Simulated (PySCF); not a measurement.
C6H4F2.
Atom-mapped SMILES: `[F:1][c:2]1[cH:3][cH:4][c:5]([F:6])[cH:7][cH:8]1` (hydrogens: H9 on C3; H10 on C4; H11 on C7; H12 on C8)

Cartesian coordinates in Å at the PBE0-D3(BJ)/def2-SVP level; atoms count from 1:
```
atom  x, y, z in Å
F1    -2.169    0.113   -1.619
C2    -1.102    0.058   -0.823
C3    -0.698    1.204   -0.147
C4     0.418    1.145    0.685
C5     1.101   -0.058    0.822
F6     2.168   -0.112    1.619
C7     0.698   -1.204    0.147
C8    -0.418   -1.145   -0.685
H9    -1.260    2.130   -0.278
H10    0.766    2.023    1.231
H11    1.260   -2.131    0.279
H12   -0.766   -2.023   -1.231
```

Computed, not measured: PBE0-D3(BJ)/def2-SVP geometry optimisation, gas phase (PySCF).

Masses are those of the commonest isotopes; rigid-rotor values at the optimised geometry. 

(1) Give the principal moments of inertia and the rotational constants in MHz.

(2) Classify the top.

(3) What does the inertial defect say?

(4) List the rotational levels J(Ka,Kc) to J = 5 (K).

## Answers

(1) Ia = 89.16, Ib = 353.91, Ic = 443.07 u·Å²; 505379 MHz·u·Å²/I gives A = 5668, B = 1428, C = 1141 MHz.

(2) An asymmetric top; Ray's κ = -0.873.

(3) Planar: Δ = Ic − Ia − Ib = 0.00 u·Å². For a rigid frame Δ = −2 Σ m c², so it vanishes when all atoms lie in the ab plane; here none is more than 0.01 Å from it.

(4) Above 0(0,0), as E/k:
J = 1: 1(0,1) 0.123, 1(1,1) 0.327, 1(1,0) 0.341
J = 2: 2(0,2) 0.369, 2(1,2) 0.560, 2(1,1) 0.601, 2(2,1) 1.211, 2(2,0) 1.212
J = 3: 3(0,3) 0.736, 3(1,3) 0.908, 3(1,2) 0.991, 3(2,2) 1.581, 3(2,1) 1.585, 3(3,1) 2.634, 3(3,0) 2.634
J = 4: 4(0,4) 1.223, 4(1,4) 1.372, 4(1,3) 1.510, 4(2,3) 2.074, 4(2,2) 2.084, 4(3,2) 3.128, 4(3,1) 3.128, 4(4,1) 4.600, 4(4,0) 4.600
J = 5: 5(0,5) 1.826, 5(1,5) 1.952, 5(1,4) 2.158, 5(2,4) 2.689, 5(2,3) 2.712, 5(3,3) 3.747, 5(3,2) 3.747, 5(4,2) 5.217, 5(4,1) 5.217, 5(5,1) 7.110, 5(5,0) 7.110
Those of J = 1 are B + C, A + C and A + B.

The point group D2h allows no dipole (computed: 0.00 D), so a rigid rotor has no electric-dipole lines.

Whether it is a minimum is left open (no frequencies). These are rigid-rotor constants of the computed structure; measured ground-state constants (B0) also hold zero-point vibration.

The run took 50 s of wall time on an Intel Xeon at 2.30 GHz with one thread, shared host with 24 logical CPUs at a one-minute load of 18, and the process peaked at 0.58 GiB of memory. These figures are those of the optimisation.
